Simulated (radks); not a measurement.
Q: The table gives one normalised radial function P(r) = r R(r) (large component) of Os3+ in [Xe] 4f14 5d5 (r in bohr). All-electron calculation, Dirac Kohn-Sham, PBEsol, spin-unpolarised, spherical densities, finite nucleus; open shells fill j = l - 1/2 first; Fermi nuclear charge, rms radius 5.4126 fm. Program: a radial shooting solver on a logarithmic mesh with Libxc functionals.

r	P
0.001016	0.0012
0.001355	0.0021
0.001792	0.0036
0.002391	0.0060
0.003189	0.0102
0.004253	0.0170
0.005672	0.0280
0.007505	0.0446
0.01001	0.0703
0.01335	0.1069
0.01781	0.1549
0.02375	0.2098
0.03143	0.2559
0.04191	0.2681
0.0559	0.2059
0.07456	0.0422
0.09945	-0.1923
0.1316	-0.3665
0.1755	-0.3097
0.2341	0.0502
0.3122	0.4710
0.4164	0.5178
0.5554	0.0209
0.7348	-0.6597
0.9801	-1.0562
1.307	-0.9472
1.743	-0.5575
2.325	-0.2147
3.077	-0.0526
4.104	-0.0066
5.473	-0.0004

Which n and l does it have? It may be an empty orbital.

A: n = 5, l = 1: the number of nodes gives n - l - 1 = 3, the rise at small r points to l (this Dirac orbital starts outside the nucleus as r^gamma with gamma = sqrt((l + 1)^2 - (Z/c)^2) = 1.92; the j = 3/2 orbital of l + 1 starts with the same power, but with a smaller coefficient, and then steepens), and the extent must fit the shell. The curve is that of 5p3/2; the two j differ most near the nucleus, where j = l - 1/2 has the larger amplitude, and in heavy atoms j = l - 1/2 is also the more compact. 5p3/2: eigenvalue -77.455 eV, 3 radial nodes at r = 0.0788, 0.227, 0.560 bohr, <r> = 1.19 bohr, 90 % of the charge inside 1.73 bohr.
